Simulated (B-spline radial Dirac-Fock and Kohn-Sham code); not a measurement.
# W 5d3/2: cross section and angular parameters

System: neutral tungsten, configuration 1s2 2s2 2p6 3s2 3p6 3d10 4s2 4p6 4d10 4f14 5s2 5p6 5d4 6s2; threshold 7.69 eV (orbital energy of the model). Method: Dirac-Hartree-Slater photoionisation with a Latter tail; cross sections with all multipoles, angular parameters from the dipole term and its interference with E2. Computed with a B-spline atomic structure program.

The run's input, task.json:

```json
{"items": [{
  "Z": 74,
  "q": 0,
  "cfg": [[1, 0, 2], [2, 0, 2], [2, 1, 6], [3, 0, 2], [3, 1, 6], [3, 2, 10], [4, 0, 2], [4, 1, 6], [4, 2, 10], [4, 3, 14], [5, 0, 2], [5, 1, 6], [5, 2, 4], [6, 0, 2]],
  "A": 184,
  "rrms": 5.3658,
  "do": "xps",
  "hv": [63.6, 80, 108.0, 114.0, 150, 200, 253.0, 255.0, 266.0, 300, 328.0, 344.0, 484.0, 753.0, 919.0, 935.0, 1000, 1180.0, 1253.6, 1460.0, 1486.9, 2540.0, 3080.0, 3750.0, 3820.0, 4060.0, 6120.0, 8400.0, 13000.0, 15000],
  "edges": {"K": 69525.0, "L1": 12100.0, "L2": 11544.0, "L3": 10207.0, "M1": 2820.0, "M2": 2575.0, "M3": 2281.0, "M4": 1872.0, "M5": 1809.0, "N1": 594.1, "N2": 490.4, "N3": 423.61, "N4": 255.9, "N5": 243.5, "O1": 75.6}
}]}
```

Run with: `python xray2_run.py task.json out`

| hν (eV) | σ (kb) | β | γ | δ |
| --- | --- | --- | --- | --- |
| 63.6 | 793 | 1.217 | 0.054 | 0.018 |
| 80 | 340 | 1.514 | 0.109 | 0.020 |
| 108 | ? | ? | ? | ? |
| 114 | 75.4 | 1.949 | 0.264 | 0.008 |
| 150 | 21.0 | 1.663 | 0.309 | -0.014 |
| 200 | 9.36 | -0.248 | -0.045 | 0.032 |
| 253 | 9.58 | -0.639 | -0.084 | 0.074 |
| 255 | 9.63 | -0.629 | -0.080 | 0.074 |
| 266 | 9.87 | -0.568 | -0.055 | 0.075 |
| 300 | 10.5 | -0.333 | 0.025 | 0.071 |
| 328 | 10.8 | -0.146 | 0.081 | 0.064 |
| 344 | 10.9 | -0.049 | 0.107 | 0.059 |
| 484 | 10.2 | 0.517 | 0.189 | 0.025 |
| 753 | 6.95 | 0.971 | 0.092 | 0.001 |
| 919 | 5.38 | 1.107 | 0.029 | -0.001 |
| 935 | 5.26 | 1.118 | 0.024 | -0.001 |
| 1000 | 4.77 | 1.156 | 0.006 | 0.000 |
| 1180 | 3.68 | 1.235 | -0.026 | 0.003 |
| 1253.6 | 3.33 | 1.260 | -0.033 | 0.004 |
| 1460 | 2.54 | 1.313 | -0.037 | 0.009 |
| 1486.9 | 2.45 | 1.318 | -0.036 | 0.010 |
| 2540 | 0.796 | 1.404 | 0.139 | 0.033 |
| 3080 | 0.502 | 1.404 | 0.271 | 0.043 |
| 3750 | 0.304 | 1.389 | 0.437 | 0.055 |
| 3820 | 0.290 | 1.387 | 0.454 | 0.056 |
| 4060 | 0.247 | 1.379 | 0.511 | 0.061 |
| 6120 | 0.0783 | 1.297 | 0.953 | 0.097 |
| 8400 | 0.0301 | 1.204 | 1.329 | 0.138 |
| 13000 | 0.00734 | 1.047 | 1.863 | 0.223 |
| 15000 | 0.00452 | 0.991 | 2.032 | 0.260 |

Q: Give the values at 108 eV.

A: σ = 96.3 kb, β = 1.900, γ = 0.238, δ = 0.011.
